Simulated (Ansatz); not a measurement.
`C[SiH2]N(C)[SiH3]` at its PBE0-D4/def2-TZVP geometry, where that method's forces vanish. Charge 0, multiplicity 1.

```xyz
16

C    -0.6333    2.2698    0.2640
Si   -1.0700    0.5696   -0.3722
N     0.1832   -0.5849   -0.0728
C     1.4461   -0.4077   -0.7858
Si    0.0176   -2.0294    0.8527
H    -1.4362    2.9757    0.0337
H     0.2820    2.6500   -0.1963
H    -0.4892    2.2551    1.3468
H    -1.3237    0.6743   -1.8402
H    -2.2988    0.0660    0.2947
H     1.6126    0.6435   -1.0395
H     1.4794   -0.9817   -1.7195
H     2.2940   -0.7211   -0.1675
H     0.0295   -3.2545    0.0005
H     1.1658   -2.1520    1.7956
H    -1.2590   -1.9729    1.6058
```

**Question.** What forces (eV/Å) does PBE-D4/def2-TZVPP give on these atoms in the Gaussian-basis code of Ansatz? (Best estimate.)

**Answer.** Ansatz gave: 
```
C1  -0.005 -0.028 -0.008
Si2 -0.170  0.106 -0.037
N3  -0.009  0.024  0.047
C4   0.083  0.010 -0.049
Si5 -0.039 -0.169  0.106
H6  -0.147  0.140 -0.044
H7   0.173  0.080 -0.084
H8   0.027  0.003  0.203
H9  -0.031  0.012 -0.156
H10 -0.125 -0.059  0.068
H11  0.042  0.211 -0.057
H12  0.024 -0.115 -0.198
H13  0.180 -0.063  0.118
H14  0.004 -0.141 -0.084
H15  0.124 -0.017  0.099
H16 -0.132  0.007  0.076
```
